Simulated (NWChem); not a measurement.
System: C2H6ClFSi; SMILES C(C)[Si@H](Cl)F

```xyz
11

C     -1.0275     1.9396     0.6443
C     -0.3554     1.4669    -0.6430
Si     0.5657    -0.1403    -0.4941
F      1.7272     0.0082     0.6295
Cl    -0.7087    -1.6297     0.1479
H     -1.7572     1.1998     1.0070
H     -1.5612     2.8899     0.4920
H     -0.2898     2.0958     1.4460
H      0.3703     2.2156    -1.0092
H     -1.0946     1.3431    -1.4543
H      1.2135    -0.5884    -1.7516
```
Atoms are numbered in this order, from 1.

All runs use the structure optimised with PBE0/def2-SVP.

List the 4 lowest vertical singlet excitations from PBE/def2-SVP, TDA (NWChem).


```tsv
state	energy (eV)	oscillator strength	leading excitation (squared amplitude)
S1	7.51	0.006	HOMO → LUMO (0.98)
S2	7.81	0.004	HOMO → LUMO+1 (0.97)
S3	8.20	0.006	HOMO−1 → LUMO (0.70)
S4	8.32	0.022	HOMO → LUMO+2 (0.56)
```
